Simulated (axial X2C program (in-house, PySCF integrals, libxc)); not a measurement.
**NaGe⁻: cheaper levels and CCSD(T), 2c**

All values were computed with an in-house relativistic program for diatomic molecules. Two-component (2c) means X2C with spin–orbit coupling and atomic mean-field two-electron Coulomb and Gaunt terms. Basis: Ge dyall-acv3z [10s10p8d5f1g], Na dyall-av3z [10s9p5d2f] (cores contracted in-house); Gaussian nuclei, density fitting, unrestricted open shells. Masses: Ge 73.921 u, Na 22.990 u.

State: Ω = 1 (⟨Sz⟩ = 1.00, ⟨Lz⟩ = 0.00 at HF); fragments Ge- + Na.

```tsv
level	Re (Å)	ωe (cm⁻¹)	De (eV)
PBE0	2.924	157.7	0.997
HF	3.036	142.6	0.784
CCSD	2.988	153.4	0.932
TPSS	2.927	156.6	1.10
```

Correlated methods: 6 electrons correlated (number of frozen shells: Ge 3 s, 2 p, 1 d; Na 2 s, 1 p), 306 virtual spin orbitals or spinors in MP2, 82 natural virtuals in coupled cluster.

CCSD(T), same Hamiltonian and basis:

Re = 2.984 Å, ωe = 154.5 cm⁻¹, De = 0.95 eV; T1 = 0.035 (Lee–Taylor normalisation).

(1) Give the differences from CCSD(T) in the columns below.

One determinant describes the state; a PBE0 search over occupations chose it and may have missed a lower one. De is counted from the lowest determinant-based energies of the atoms at the same level, without counterpoise correction. Density functionals use the spin component along the axis (collinear). Coupled cluster ran in a truncated set of natural virtual spinors; the MP2 energy of the rest was added. (T) has no such correction and the atoms are truncated less, which lowers De at CCSD(T) by a hundredth of an eV or more. PBE0 can misorder states that lie within some tenths of an eV, so this need not be the ground state of the molecule. The nearest other 2c determinant of the search, Ω = 2, lies 0.27 eV up at the distance of the search. The functionals have no current-density term, which raises determinants with orbital currents, atoms included. With several unpaired electrons one determinant need not be a pure state. Open-shell Ω = 0 determinants with evenly filled partner blocks cannot be reached by this program, so the Ω shown need not be the lowest component. This is the Ω = 1 component of a π² triplet; the 0⁺ component is not one determinant and can lie lowest. The highest occupied level of some functionals is positive through self-interaction error; at Hartree–Fock it is bound. The determinant is spin-polarised beyond a pure state at some levels (its spin-free form has ⟨S²⟩ too high), which makes Re and μ there less reliable. With the outer-core shells frozen, correlated bond lengths of heavy atoms tend to come out a few hundredths of an ångström too long. Hartree–Fock gets electron affinities wrong, so its lowest charge split need not be the true one.

## Answers

(1) 

| level | ΔRe (Å) | Δωe (cm⁻¹) | ΔDe (eV) |
| --- | --- | --- | --- |
| PBE0 | -0.060 | 3.2 | 0.05 |
| HF | 0.052 | -11.9 | -0.17 |
| CCSD | 0.004 | -1.1 | -0.02 |
| TPSS | -0.057 | 2.1 | 0.15 |
